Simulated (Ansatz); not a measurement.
Program: Ansatz. Geometries: PBE0-D4/def2-TZVP. ΔE: electronic, gas phase. CCSD(T)/CBS is the MP2 limit (def2-TZVPP, def2-QZVPP) plus CCSD(T) − MP2 in def2-TZVPP, frozen cores. DFT in def2-TZVPP. def2 core potentials past Kr. For Ge, Zr outer-core shells are correlated without core-valence functions, which leaves a few kJ/mol of doubt a bond. Scalar relativity is left out up to krypton. One conformer a species, not always the lowest.

Reaction (redistribution): `C[O][Ge][SH]` + `[F][Zr]([F])([F])[SH]` → `C[O][Ge][F]` + `[F][Zr]([F])([SH])[SH]`

| level | ΔE (eV) |
| --- | --- |
| PBE-D4 | 0.57 |
| BLYP | 0.53 |
| CAM-B3LYP | 0.50 |
| HF/CBS(def2) | 0.45 |

(1) What does CCSD(T)/CBS give? (An estimate is asked.)

Largest T1 diagnostic among the species: 0.018.

Answers

(1) The calculation gave: +0.48 eV. The listed levels differ from it by 0.09, 0.05, 0.02, -0.03 eV.

Leaving LDA and LC-ωPBE aside and taking each functional with its dispersion term where it has one, the values, not all of them listed here, spread over 0.12 eV, from B2PLYP to revPBE-D4. At CCSD(T), def2-SVP lies +0.06 eV from the extrapolated value and def2-TZVPP −0.01 eV. From BLYP to BHLYP (50 % exact exchange), in def2-TZVPP and without D4, ΔE moves by −0.04 eV.
